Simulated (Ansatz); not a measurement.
`O=C[SiH]([SiH3])Cl` and `O[SiH2][SiH]([SiH3])Cl` differ in one atom or group.

Ansatz, PBE0-D4/def2-TZVP geometries, multiplicity 1. Each molecule was computed in one conformer, which needn't be the lowest.

```
                                        property  `O=C[SiH]([SiH3])Cl`
               LUMO energy (PBE/def2-TZVPP) / eV                 -3.10
  size of the dipole moment (PBE/def2-TZVPP) / D                  0.93
              LUMO energy (PBE0/def2-TZVPP) / eV                 -1.99
             HOMO–LUMO gap (PBE/def2-TZVPP) / eV                  2.77
size of the dipole moment (B3LYP/def2-TZVPP) / D                  1.09
         HOMO–LUMO gap (ωB97M-V/def2-TZVPP) / eV                  9.75
```

Question: Give the same properties after the change, and the shifts. (Estimate.)

Answer: The calculation gave: 
```json
{"property": "LUMO energy (PBE/def2-TZVPP) / eV", "`O[SiH2][SiH]([SiH3])Cl`": "-2.06", "shift": "1.04"}
{"property": "size of the dipole moment (PBE/def2-TZVPP) / D", "`O[SiH2][SiH]([SiH3])Cl`": "0.76", "shift": "-0.17"}
{"property": "LUMO energy (PBE0/def2-TZVPP) / eV", "`O[SiH2][SiH]([SiH3])Cl`": "-1.24", "shift": "0.75"}
{"property": "HOMO–LUMO gap (PBE/def2-TZVPP) / eV", "`O[SiH2][SiH]([SiH3])Cl`": "4.46", "shift": "1.69"}
{"property": "size of the dipole moment (B3LYP/def2-TZVPP) / D", "`O[SiH2][SiH]([SiH3])Cl`": "0.94", "shift": "-0.15"}
{"property": "HOMO–LUMO gap (ωB97M-V/def2-TZVPP) / eV", "`O[SiH2][SiH]([SiH3])Cl`": "10.20", "shift": "0.45"}
```

With PBE0 the HOMO falls by 0.40 eV and the LUMO rises by 0.75 eV, so the gap widens by about 1.15 eV. PBE moves the HOMO by -0.67 eV and ωB97M-V by -0.15 eV. Dipoles are sizes alone; their direction can turn.

B3LYP here is the variant with VWN-RPA as its local correlation; programs differ in this.
